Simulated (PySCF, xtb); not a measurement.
CH5AlO2Se, SMILES C[O][Al]([OH])[SeH].

GFN2-xTB run with xtb at its own geometry gives an orbital gap of 3.43 eV and a dipole moment of 2.89 D.

Geometry: r2SCAN-D4/def2-SVP. One conformer was computed; it need not be the lowest.

### Question
What does PBE/def2-TZVP run with PySCF give? (Estimate from the structure and the level; the computed values follow.)

### Answer
gap 4.64 eV (levels -5.98 and -1.34 eV), dipole 2.48 D.
